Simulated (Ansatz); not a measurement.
Geometry optimisation, RKS LDA/def2-SVP (Ansatz).

input.yaml

```yaml
crystal:
  periodic: [false, false, false]
  atoms:
    - { symbol: Sn, position_ang: [0.0, 0.0, 0.0] }
    - { symbol: C, position_ang: [0.0, 0.0, 2.15] }
    - { symbol: H, position_ang: [-0.9996, -0.3092, 2.5205] }
    - { symbol: H, position_ang: [0.7676, -0.7111, 2.5205] }
    - { symbol: H, position_ang: [0.232, 1.0203, 2.5205] }
    - { symbol: H, position_ang: [1.6408, 0.0, -0.5794] }
    - { symbol: Cl, position_ang: [-1.1351, 1.9666, -0.8025] }
    - { symbol: H, position_ang: [-0.8195, -1.4198, -0.5794] }
basis:
  gaussian: { orbitals: def2-SVP }
hamiltonian:
  xc: lda
relax:
  f_tol: 0.02
  max_steps: 40
output:
  orbitals: {}
```

Run as:

```bash
$ ansatz run input.yaml --threads 1 --pin off --max-ram 2048MiB --backend cpu --events-out ev --progress --plain --runs-dir out
```

Where does it end, and by what steps?

The forces met the threshold. The force dipped under the threshold on the way, but the program's further checks kept it going. After 4 steps the energy has fallen by 0.066 eV; Cl7 moved furthest, 0.14 Å.

```csv
step,energy less start (eV),largest force component (eV/Å),accepted
0,0.0000,0.670,yes
1,-0.0223,0.473,yes
2,-0.0644,0.043,yes
3,-0.0653,0.020,yes
4,-0.0656,0.009,yes
```

```xyz
8
Properties=species:S:1:pos:R:3
Sn 0.034 -0.059 0.022
C -0.005 0.006 2.147
H -1.018 -0.260 2.509
H 0.736 -0.710 2.557
H 0.249 1.032 2.479
H 1.623 0.058 -0.624
Cl -1.100 1.869 -0.706
H -0.833 -1.390 -0.633
```

Whether the end is a true minimum wasn't checked by a vibrational analysis.

Run time: 8.6 s on 1 thread of Arm Neoverse V2, on a shared host, peak memory 0.12 GiB.
